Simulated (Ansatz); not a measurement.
Geometry optimisation, RKS PBE-D4/def2-SVP in Ansatz.

Input file:

```yaml
crystal:
  periodic: [false, false, false]
  atoms:
    - { symbol: Hf, position_ang: [0.037214, 0.11155, -0.087925] }
    - { symbol: F, position_ang: [-0.053864, -0.235586, 1.8335] }
    - { symbol: O, position_ang: [1.717072, -0.492754, -0.759244] }
    - { symbol: H, position_ang: [2.619954, -0.722841, -1.023465] }
    - { symbol: F, position_ang: [-0.104174, 1.969758, -0.494964] }
    - { symbol: F, position_ang: [-1.448373, -0.963069, -0.894009] }
    - { symbol: O, position_ang: [-2.850567, 0.062385, 1.38825] }
    - { symbol: Al, position_ang: [-3.311465, -1.098166, 0.136877] }
    - { symbol: H, position_ang: [-3.232666, -2.660694, 0.494481] }
    - { symbol: H, position_ang: [-4.259707, -0.460506, -0.978313] }
    - { symbol: H, position_ang: [-2.172526, -0.200378, 2.062512] }
basis:
  gaussian: { orbitals: def2-SVP }
hamiltonian:
  xc: pbe
  dispersion: d4
relax:
  f_tol: 0.03
  max_steps: 50
```

Command:

```bash
$ ansatz run input.yaml --threads 4 --pin off --max-ram 5120MiB --backend cpu --events-out ev --progress --plain --runs-dir out
```

Task: Where does it end, and by what steps?

Result: It converged. After 22 steps the energy has fallen by 1.286 eV; F2 moved furthest, 1.21 Å. Joined: Hf1–O7 (3.24 → 2.16 Å).

```json
{"step": "0", "energy less start (eV)": "0.0000", "largest force component (eV/Å)": "1.100", "accepted": "yes"}
{"step": "1", "energy less start (eV)": "-0.2096", "largest force component (eV/Å)": "1.274", "accepted": "yes"}
{"step": "2", "energy less start (eV)": "-0.5054", "largest force component (eV/Å)": "1.640", "accepted": "yes"}
{"step": "3", "energy less start (eV)": "-0.8529", "largest force component (eV/Å)": "1.473", "accepted": "yes"}
{"step": "4", "energy less start (eV)": "-0.9609", "largest force component (eV/Å)": "2.223", "accepted": "yes"}
{"step": "5", "energy less start (eV)": "-1.1083", "largest force component (eV/Å)": "0.518", "accepted": "yes"}
{"step": "6", "energy less start (eV)": "-1.1606", "largest force component (eV/Å)": "0.191", "accepted": "yes"}
{"step": "7", "energy less start (eV)": "-1.1784", "largest force component (eV/Å)": "0.382", "accepted": "yes"}
{"step": "8", "energy less start (eV)": "-1.1908", "largest force component (eV/Å)": "0.440", "accepted": "yes"}
{"step": "9", "energy less start (eV)": "-1.2140", "largest force component (eV/Å)": "0.163", "accepted": "yes"}
{"step": "10", "energy less start (eV)": "-1.2231", "largest force component (eV/Å)": "0.188", "accepted": "yes"}
{"step": "11", "energy less start (eV)": "-1.2300", "largest force component (eV/Å)": "0.169", "accepted": "yes"}
{"step": "12", "energy less start (eV)": "-1.2395", "largest force component (eV/Å)": "0.307", "accepted": "yes"}
{"step": "13", "energy less start (eV)": "-1.2473", "largest force component (eV/Å)": "0.316", "accepted": "yes"}
{"step": "14", "energy less start (eV)": "-1.2575", "largest force component (eV/Å)": "0.244", "accepted": "yes"}
{"step": "15", "energy less start (eV)": "-1.2689", "largest force component (eV/Å)": "0.127", "accepted": "yes"}
{"step": "16", "energy less start (eV)": "-1.2763", "largest force component (eV/Å)": "0.064", "accepted": "yes"}
{"step": "17", "energy less start (eV)": "-1.2638", "largest force component (eV/Å)": "0.789", "accepted": "no"}
{"step": "18", "energy less start (eV)": "-1.2818", "largest force component (eV/Å)": "0.073", "accepted": "yes"}
{"step": "19", "energy less start (eV)": "-1.2845", "largest force component (eV/Å)": "0.043", "accepted": "yes"}
{"step": "20", "energy less start (eV)": "-1.2847", "largest force component (eV/Å)": "0.168", "accepted": "yes"}
{"step": "21", "energy less start (eV)": "-1.2851", "largest force component (eV/Å)": "0.085", "accepted": "yes"}
{"step": "22", "energy less start (eV)": "-1.2856", "largest force component (eV/Å)": "0.024", "accepted": "yes"}
```

```xyz
11
Properties=species:S:1:pos:R:3
Hf -0.222 0.315 0.161
F 0.273 0.924 1.924
O 1.208 -0.858 -0.338
H 2.024 -1.334 -0.531
F -0.181 1.996 -0.771
F -1.707 -0.443 -1.223
O -1.932 -0.546 1.164
Al -3.061 -1.169 -0.203
H -3.019 -2.759 -0.318
H -4.378 -0.277 -0.315
H -2.064 -0.538 2.127
```

Whether the end is a true minimum wasn't checked by a vibrational analysis.

Run time: 48 s on 4 threads of Intel(R) Xeon(R) Platinum 8259CL CPU @ 2.50GHz (Skylake/Cascade Lake), with other jobs on the host, peak memory 0.23 GiB.
